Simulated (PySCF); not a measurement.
Computed shifts of a molecule C2H12Si4, PySCF with PBE0/pcSseg-1, GIAO, gas phase, atoms alike by connectivity averaged where their shifts nearly agree, in ppm (number of nuclei): ²⁹Si: -26.1 (1), -62.7 (2), -100.3 (1). ¹³C: -6.8 (2). ¹H: 4.58 (2), 4.48 (1), 4.47 (2), 4.02 (3), 0.81 (2), 0.10 (2). References: ²⁹Si against TMS (σ = 352.7 ppm); ¹³C against TMS (σ = 186.3 ppm); ¹H against TMS (σ = 31.56 ppm), references at their B3LYP-D3(BJ)/def2-TZVP geometries, non-relativistic. Geometry: PBE-D3(BJ)/def2-SVP. The values are those of a single conformer.

### Question
Which molecule gave these data?
(A) [SiH3][Si]1([SiH3])CC[SiH2]1
(B) [SiH3][SiH]1C[SiH2][SiH2]C1
(C) [SiH3][Si@H]1C[Si@@H]([SiH3])C1
(D) C1[SiH2]C[SiH2][SiH2][SiH2]1

### Answer
B, [SiH3][SiH]1C[SiH2][SiH2]C1
